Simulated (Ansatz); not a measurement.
Basis-set series for CH3InO, SMILES `O=[CH][InH2]`. The species carries charge 0 and has multiplicity 1. In takes the def2 core potential. The geometry is a stationary point of PBE0-D4/def2-TZVP.

| functional | basis | functions | energy (Eh) | HOMO (eV) | LUMO (eV) |
| --- | --- | --- | --- | --- | --- |
| PBE0-D4 | def2-SVP | 69 | -304.97707 | -6.26 | -1.89 |
| PBE0-D4 | def2-QZVPP | 286 | -305.12890 | -6.40 | -1.98 |
| ωB97M-V | def2-SVP | 69 | -305.00473 | -8.40 | -0.32 |
| ωB97M-V | def2-QZVPP | 286 | -305.16182 | -8.57 | -0.53 |

(1) Give the rows for def2-TZVPP. (Best estimate.)

Answers

(1) Computed: 
```json
{"functional": "PBE0-D4", "basis": "def2-TZVPP", "functions": "154", "energy (Eh)": "-305.12082", "HOMO (eV)": "-6.37", "LUMO (eV)": "-1.96"}
{"functional": "ωB97M-V", "basis": "def2-TZVPP", "functions": "154", "energy (Eh)": "-305.15386", "HOMO (eV)": "-8.54", "LUMO (eV)": "-0.49"}
```
